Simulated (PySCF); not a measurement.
## Computed properties of Al(Cl)(Me)(SH) (CH₄AlClS), SMILES [SH][Al]([CH3])[Cl]

Al(Cl)(Me)(SH) (CH₄AlClS), SMILES [SH][Al]([Cl])[CH3]. The structure is a stationary point at PBE0-D3(BJ)/def2-SVP. The values are those of a single conformer. All values are computed for the isolated molecule unless a solvent is named; none is compared with measurement here.

**Structure.** All 18 harmonic modes at PBE0-D3(BJ)/def2-SVP (PySCF) are real, so it is a minimum. With heavy atoms numbered as in [Al:1]([Cl:2])([CH3:3])[SH:7], the shortest bond between them is Al1–C3 at 1.939 Å and the longest Al1–S7 at 2.180 Å.

**Vibrations.** The strongest infrared lines (harmonic, unscaled, degenerate partners summed) lie at 696 cm⁻¹ (119 km/mol, H 38 %, Al 34 %, C 24 %), 732 cm⁻¹ (85 km/mol, H 53 %, Al 25 %, C 18 %), 562 cm⁻¹ (72 km/mol, Al 50 %, Cl 21 %, H 15 %, S 11 %). The softest mode is at 38 cm⁻¹ and the zero-point energy is 29.4 kcal/mol.

**Electronic structure.** CAM-B3LYP/def2-TZVP (PySCF) places the frontier levels at -9.17 and 0.25 eV, a gap of 9.42 eV, and gives a dipole moment of 2.59 D and a mean polarisability of 66.9 bohr³.

**Excitations.** TDDFT-ωB97X/def2-SVPD (PySCF) has S1 at 6.52 eV (190 nm, f = 0.053, bright); the most intense of the 10 singlets computed lies at 7.41 eV (f = 0.34). T1 (TDA) is at 5.95 eV. No vertical singlet excitation falls in the visible range (under 3.1 eV).

**NMR.** GIAO shifts at PBE0/pcSseg-1 (PySCF) (non-relativistic, atoms alike by connectivity averaged): ¹³C at -5.1 ppm against TMS; ¹H from 0.2 to 1.2 ppm against TMS. Without spin–orbit terms, shifts of atoms bonded to Cl or Br come out too high.
